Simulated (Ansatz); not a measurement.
C$_{2}$H$_{5}$GeN (`NC#[C][GeH3]`). Charge 0, multiplicity 1.

```json
{"atom": "N1", "x (Å)": "-0.841", "y (Å)": "-1.313", "z (Å)": "1.922"}
{"atom": "C2", "x (Å)": "-0.389", "y (Å)": "-0.601", "z (Å)": "0.883"}
{"atom": "C3", "x (Å)": "0.034", "y (Å)": "0.081", "z (Å)": "-0.023"}
{"atom": "Ge4", "x (Å)": "0.702", "y (Å)": "1.144", "z (Å)": "-1.428"}
{"atom": "H5", "x (Å)": "-1.840", "y (Å)": "-1.444", "z (Å)": "1.961"}
{"atom": "H6", "x (Å)": "-0.327", "y (Å)": "-2.156", "z (Å)": "2.132"}
{"atom": "H7", "x (Å)": "-0.291", "y (Å)": "1.133", "z (Å)": "-2.601"}
{"atom": "H8", "x (Å)": "0.906", "y (Å)": "2.592", "z (Å)": "-0.955"}
{"atom": "H9", "x (Å)": "2.047", "y (Å)": "0.565", "z (Å)": "-1.891"}
```

(1) What are the harmonic wavenumbers in cm⁻¹ at PBE0-D4/def2-TZVP (Ansatz, finite differences of forces, unscaled)? (An estimate is asked.)

(2) Is this a minimum?

(3) Give the ideal-gas thermochemistry at 298.15 K and 1 bar (rigid rotor, harmonic oscillator; point group C1, symmetry number 1).

(4) And at 400, 500, 600, 800 and 1000 K?

## Answers

(1) Ansatz gave: 25, 111, 144, 393, 426, 461, 556, 620, 626, 846, 878, 886, 1186, 1211, 1635, 2152, 2158, 2163, 2307, 3569, 3659.

(2) Yes, all 21 modes are real.

(3) Zero-point energy 155.6 kJ/mol; H(298) − E = 175.5 kJ/mol; entropy 343.8 J/(mol·K), of which translation 168.1, rotation 105.6, vibration 70.1; G(298) − E = 73.0 kJ/mol. Modes under 100 cm⁻¹ are hindered rotations or soft bends, so the harmonic entropy is rough.

(4) 
```csv
T (K),H − E (kJ/mol),S (J/mol/K),G − E (kJ/mol)
400,186.3,374.6,36.4
500,198.2,401.3,-2.4
600,211.3,425.1,-43.8
800,240.2,466.6,-133.0
1000,271.9,501.8,-230.0
```
